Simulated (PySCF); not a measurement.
Rigid-rotor lines calculated for a species of formula C6H11F3Ge (commonest isotopes; PBE0-D3(BJ)/def2-SVP geometry optimisation, gas phase in PySCF 2.14.0), labelled J(Ka,Kc):

```
     transition     MHz
2(1,2) ← 1(1,1)  2668.9
2(1,1) ← 1(1,0)  3056.8
1(1,1) ← 0(0,0)  2050.2
2(0,2) ← 1(0,1)  2824.0
1(0,1) ← 0(0,0)  1431.4
```

Task: Find the rotational constants.

Result: 1(0,1) ← 0(0,0) is B + C, 2(1,1) ← 1(1,0) is 3B + C and 2(1,2) ← 1(1,1) is B + 3C, so B − C is half the difference of the last two, 194.0 MHz. 1(1,1) ← 0(0,0) is A + C. A = 1431.4, B = 812.7, C = 618.8 MHz.

Task: What moments of inertia, asymmetry and inertial defect follow?

Result: I = 505379 MHz·u·Å² over each constant: Ia = 353.06, Ib = 621.88, Ic = 816.76 u·Å²; κ = (2B − A − C)/(A − C) = -0.523 (asymmetric top); Δ = Ic − Ia − Ib = -158.18 u·Å².

Task: Which dipole components do these lines need?

Result: μa and μb (a-type: ΔKa even, ΔKc odd; b-type: both odd). The calculation gives |μa| = 2.26 D, |μb| = 0.70 D, |μc| = 0.04 D.

Task: Where do these fall, and of which type are they? 3(0,3) ← 2(0,2); 4(2,2) ← 3(3,1); 2(2,1) ← 1(1,0); 4(2,2) ← 4(1,3); 4(1,4) ← 3(1,3); 4(3,1) ← 4(2,2); 4(3,1) ← 3(3,0); 4(2,2) ← 3(1,3).

Result: 
```json
{"transition": "4(2,2) ← 4(1,3)", "MHz": "1774", "type": "b", "branch": "Q"}
{"transition": "4(2,2) ← 3(3,1)", "MHz": "2599", "type": "b", "branch": "R"}
{"transition": "4(3,1) ← 4(2,2)", "MHz": "3225", "type": "b", "branch": "Q"}
{"transition": "3(0,3) ← 2(0,2)", "MHz": "4148", "type": "a", "branch": "R"}
{"transition": "2(2,1) ← 1(1,0)", "MHz": "4913", "type": "b", "branch": "R"}
{"transition": "4(1,4) ← 3(1,3)", "MHz": "5273", "type": "a", "branch": "R"}
{"transition": "4(3,1) ← 3(3,0)", "MHz": "5820", "type": "a", "branch": "R"}
{"transition": "4(2,2) ← 3(1,3)", "MHz": "8951", "type": "b", "branch": "R"}
```

Task: Which structure gave them?

Result: `[CH3][Ge@@H]1[CH2]CC[C@@H]1C(F)(F)F`, point group C1. Three constants can't fix a structure by themselves; this is the one that was computed:
```
atom  x, y, z in Å
C1     2.464    0.640   -0.061
Ge2    0.895   -0.034    0.874
C3     0.354   -1.866    0.395
C4    -1.160   -1.756    0.190
C5    -1.490   -0.442   -0.522
C6    -0.839    0.722    0.235
C7    -0.730    1.978   -0.572
F8    -1.928    2.444   -0.958
F9    -0.136    2.965    0.118
F10   -0.012    1.800   -1.693
H11    2.380    0.435   -1.137
H12    2.551    1.726    0.079
H13    3.374    0.158    0.327
H14    1.028    0.184    2.395
H15    0.858   -2.140   -0.547
H16    0.629   -2.619    1.147
H17   -1.562   -2.613   -0.375
H18   -1.668   -1.768    1.171
H19   -1.080   -0.474   -1.546
H20   -2.578   -0.298   -0.621
H21   -1.433    0.978    1.127
```

The values belong to one conformer (point group C1) with, in the numbering `[CH3:1][Ge@@H:2]1[CH2:3][CH2:4][CH2:5][C@@H:6]1[C:7]([F:8])([F:9])[F:10]`, C1–Ge2–C3–C4 -134°, Ge2–C3–C4–C5 39°, C3–C4–C5–C6 -52°, C4–C5–C6–C7 162°. No frequency check. These are rigid-rotor constants of the computed structure; measured ground-state constants (B0) also hold zero-point vibration. A rigid rotor knows nothing of internal rotation, which can split or shift real lines.
